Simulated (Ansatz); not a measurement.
Q: Name a neutral molecule of B, Cl, Te and H with HOMO–LUMO gap (PBE/def2-TZVPP) between 3.40 and 3.70 eV and HOMO energy (B3LYP/def2-TZVPP) between -7.10 and -6.80 eV (Ansatz, PBE0-D4/def2-TZVP geometry).

A: `ClB[TeH]` (3.66 eV, -6.91 eV). Other molecules can fit too; these were computed, each in one conformer that needn't be the lowest.

B3LYP here is the variant with VWN-RPA as its local correlation; programs differ in this.
